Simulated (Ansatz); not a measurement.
Reaction (ligand exchange at the Sn–Br bond): `[SiH3][O][Sn][Br]` + NH₃ → `[NH2][Sn][O][SiH3]` + HBr

Isolated molecules relaxed with PBE0-D4/def2-TZVP in Ansatz; ΔE leaves out vibrations. CCSD(T)/CBS is the MP2 limit (def2-TZVPP, def2-QZVPP) plus CCSD(T) − MP2 in def2-TZVPP, frozen cores. This one scheme is used for every species. Functionals use def2-TZVPP. def2 core potentials past Kr. For Br, Sn outer-core shells are correlated without core-valence functions, which leaves a few kJ/mol of doubt a bond. Scalar relativity is left out up to krypton. One conformer a species, not always the lowest.

| level | ΔE (kJ/mol) |
| --- | --- |
| r2SCAN0-D4 | 116.5 |
| B2PLYP | 111.1 |
| PBE | 112.6 |
| SCS-MP2/def2-TZVPP | 107.1 |

What does CCSD(T)/CBS give? (An estimate is asked.)

Ansatz gave: +112.2 kJ/mol. The listed levels differ from it by 4.3, -1.1, 0.4, -5.1 kJ/mol.

Largest T1 diagnostic among the species: 0.016.

In def2-TZVPP, CCSD(T) changes the Hartree–Fock value by −18.7 kJ/mol (the triples alone add −1.6 kJ/mol) and MP2 by −14.4 kJ/mol. At CCSD(T), def2-SVP lies −5.0 kJ/mol from the extrapolated value and def2-TZVPP −8.1 kJ/mol. Leaving LDA and LC-ωPBE aside and taking each functional with its dispersion term where it has one, the values, not all of them listed here, spread over 12.7 kJ/mol, from CAM-B3LYP-D4 to BHLYP-D4. LDA lies −10.4 kJ/mol from PBE without D4.

CCSD(T)/CBS has its own doubt, a few kJ/mol and more with outer-core shells, so smaller differences from it don't rank the levels.
